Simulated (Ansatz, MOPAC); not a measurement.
Species: C5H7Si, charge 0, multiplicity 2. SMILES: [SiH3]C1=CCC=[C]1

Atoms: Si1, C2, C3, C4, C5, C6, H7, H8, H9, H10, H11, H12, H13. Bonds: Si1-C2, Si1-H7, Si1-H8, Si1-H9, C2-C3, C2-C6, C3-C4, C3-H10, C4-C5, C4-H11, C4-H12, C5-C6, C5-H13.

Bond lengths (Å) and angles (degrees) optimised at PM6 with MOPAC; PM7 with MOPAC; PBE/6-31G* with Ansatz (a first-principles code); MP2/6-31G* with Ansatz, each started from the B3LYP-D3(BJ)/def2-TZVP structure (Ansatz) of the last column. A row stands for all coordinates that are equal there; 11 of 29 kinds are shown. 6-31G* holds six Cartesian d functions. No wavenumbers were computed at PBE/6-31G*, MP2/6-31G*, so these may be saddle points.

```csv
coordinate,PM6,PM7,PBE/6-31G*,MP2/6-31G*,B3LYP-D3(BJ)/def2-TZVP
Si1-C2,1.848,1.794,1.872,1.865,1.859
Si1-H7,1.482,1.456,1.501,1.486,1.482
Si1-H9,1.482,1.455,1.500,1.485,1.481
C2-C3,1.367,1.364,1.371,1.310,1.354
C2-C6,1.438,1.435,1.464,1.503,1.461
C3-C4,1.526,1.525,1.511,1.500,1.504
C3-H10,1.076,1.074,1.094,1.087,1.082
C4-C5,1.530,1.527,1.518,1.507,1.514
Si1-C2-C3,133.4,132.4,127.0,126.8,127.1
Si1-C2-C6,122.9,123.0,127.9,128.7,127.9
C3-C2-C6,103.7,104.6,105.1,104.5,105.1
```

Mean signed difference of all 13 bond lengths from B3LYP-D3(BJ)/def2-TZVP: PM6 0.002 Å, PM7 -0.010 Å, PBE/6-31G* 0.013 Å, MP2/6-31G* -0.001 Å.
